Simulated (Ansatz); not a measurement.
Born–Oppenheimer molecular dynamics of F₃H₃Si₂ (8 atoms, charge 0, multiplicity 1). It starts from a relaxed structure.

The calculation used RKS r2SCAN-D4/STO-3G (Ansatz 0.2.0).

```yaml
ensemble: NVT, Langevin thermostat
time_step: 0.5 fs
steps_asked: 166
set_temperature: 300 K
friction: 0.005 /fs
seed: 37998
```

First frame:

```xyz
8
Properties=species:S:1:pos:R:3
Si 0.000 0.000 0.004
Si 0.000 0.000 2.287
H -1.336 -0.203 2.804
H 0.844 -1.056 2.804
H 0.492 1.259 2.804
F 1.494 0.181 -0.649
F -0.903 1.203 -0.650
F -0.589 -1.384 -0.650
```

Question: How far do the bonds stretch over the last three quarters of this one trajectory? (Pairs bonded in most of those frames.)

Answer: 
```
   bond  mean (Å)  spread (Å)  shortest  longest
Si1–Si2     2.294       0.014      2.27     2.32
 Si1–F6     1.634       0.026      1.60     1.68
 Si1–F7     1.643       0.014      1.62     1.66
 Si1–F8     1.637       0.026      1.60     1.68
 Si2–H3     1.448       0.019      1.41     1.48
 Si2–H4     1.448       0.016      1.42     1.49
 Si2–H5     1.447       0.015      1.42     1.48
```

Mean temperature of the second half: 156 K. The mean temperature of the second half is 48 % below the set value. A run of 0.083 ps of so small a system gives no equilibrium averages. Limits of this set-up: minimal basis.

Time of the run: 8.6 min on 1 thread of Intel(R) Xeon(R) Platinum 8259CL CPU @ 2.50GHz (Skylake/Cascade Lake) (shared host), peak memory 0.13 GiB.
